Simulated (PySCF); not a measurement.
CH₂N (SMILES C#[NH+]), charge +1, singlet, at a GFN2-xTB geometry, with bond 4-2 at 2.0 times its length. Base run: PySCF with B3LYP/aug-cc-pVDZ.

The PySCF input:
```python
from pyscf import gto, scf, dft

mol = gto.Mole()
mol.atom = '''
    C    -0.00000000   -0.00000000   -0.60033760
    N     0.00000000    0.00000000    0.53266898
    H    -0.00000000   -0.00000000   -1.67489223
    H     0.00000000    0.00000000    2.56380094
'''
mol.basis = 'aug-cc-pvdz'
mol.charge = 1
mol.verbose = 4
mol.build()

mf = dft.RKS(mol)
mf.xc = 'b3lyp'
mf.kernel()
mf.analyze()
```

The base run was repeated with changes; each row names its change, and settings that it needs were set with it.

| change | ΔE vs base (mEh) | SCF cycles |
|---|---|---|
| base | 0.000 | 9 |
| conv_tol = 1e-7 | 0.000 | 7 |
| diis_space = 20 | 0.000 | 9 |
| conv_tol_grad = 1e-7 | 0.000 | 10 |
| conv_tol = 1e-12 | 0.000 | 10 |
| level_shift = 0.5 (with mf.max_cycle = 100) | 0.000 | 17 |
| level_shift = 0.3 (with mf.max_cycle = 100) | 0.000 | 12 |
| diis = off; damp = 0.6 (with mf.diis_start_cycle = 200; with mf.max_cycle = 150) | 0.000 | 18 |
| conv_tol = 1e-11 | 0.000 | 10 |
| init_guess = mod_huckel | 0.000 | 12 |
| diis_space = 12 | 0.000 | 9 |
| init_guess = sap | 0.000 | 11 |
| init_guess = atom | 0.000 | 9 |
